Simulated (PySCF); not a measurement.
The scaffold silaethenyl-X carries different groups X. Isolated molecules, 0 K electronic values unless said otherwise. One relaxed conformer stands for each flexible species; it need not be the lowest. Strings in code marks are SMILES.

The four lowest singlet excitations (Tamm–Dancoff). The numbers are results of ωB97X-D3(BJ)/def2-TZVP // PBE0-D3(BJ)/def2-TZVP (PySCF), not measurements. Excitations are Tamm–Dancoff values on a coarser integration grid. The basis has no diffuse functions, so Rydberg states are missing or too high.

```
state  energy (eV)  wavelength (nm)  oscillator strength
-----  -----------  ---------------  -------------------
S1            5.32              233                0.375
S2            5.83              213                0.008
S3            6.00              207                0.004
S4            6.65              187                0.025
```

Question: Which member gives these states?
A. `C=[SiH][SiH3]`
B. `[C-]#[N+][SiH]=C`
C. `C=[SiH]C#N`
D. `C=[SiH][AlH2]`

Answer: A, `C=[SiH][SiH3]`
